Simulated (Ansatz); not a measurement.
A structure relaxed at PBE0-D4/def2-TZVP, charge 0, multiplicity 1:

| atom | x (Å) | y (Å) | z (Å) |
| --- | --- | --- | --- |
| N1 | 1.6703 | 1.0129 | 0.9001 |
| Si2 | 0.3083 | 0.0388 | 0.7260 |
| F3 | -0.1694 | -0.2356 | 2.2226 |
| C4 | -1.1032 | 0.3191 | -0.4582 |
| C5 | -0.6513 | -1.0461 | -1.0087 |
| O6 | 0.5266 | -1.3114 | -0.1976 |
| H7 | 1.9387 | 1.4193 | 1.7789 |
| H8 | 2.3233 | 1.1939 | 0.1589 |
| H9 | -2.1087 | 0.3353 | -0.0403 |
| H10 | -0.9903 | 1.1390 | -1.1665 |
| H11 | -0.3597 | -1.0244 | -2.0606 |
| H12 | -1.3845 | -1.8408 | -0.8547 |

Q: Give its formula and SMILES.

A: C2H6FNOSi, `N[Si]1(F)CCO1`.

Q: Summarise the bond lengths by kind.

A: 1 × N–Si 1.684 Å; 2 × H–N 1.004 to 1.005 Å; 1 × F–Si 1.595 Å; 1 × C–Si 1.864 Å; 1 × O–Si 1.650 Å; 1 × C–C 1.540 Å; 4 × C–H 1.089 to 1.092 Å; 1 × C–O 1.455 Å.

Results of the Gaussian-basis code of Ansatz.
